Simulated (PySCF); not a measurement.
## Radial density of Pt⁺ (platinum, charge +1)

MN15, [Xe] 4f14 5d8 6p1, one real determinant (an excited configuration). Calculation: PySCF 2.14, in x2c-TZVPPall (11s7p7d3f1g, 97 functions); scalar relativity by spin-free X2C-1e.

```tsv
r (bohr)	4πr²ρ (e/bohr)	4πr²(ρα − ρβ)
0.0135	107.5	0.0006
0.0227	94.81	0.0036
0.0381	127.7	0.0159
0.0641	137.3	0.0759
0.108	116.4	0.1603
0.181	118.6	0.0034
0.305	76.00	0.2708
0.513	63.63	0.0437
0.864	22.28	0.8385
1.45	9.804	1.4782
2.44	1.825	0.6510
4.11	0.3110	0.2542
6.91	0.01730	0.0173
11.6	5.413e-05	0.0001
```

Densities and radii are taken from the X2C orbitals without a picture-change correction, which distorts them close to the nucleus.

⟨L²⟩ = 14.01 against 20 for a pure G term, so this real determinant mixes terms. Spin-orbit coupling, absent here, splits the open shell strongly.
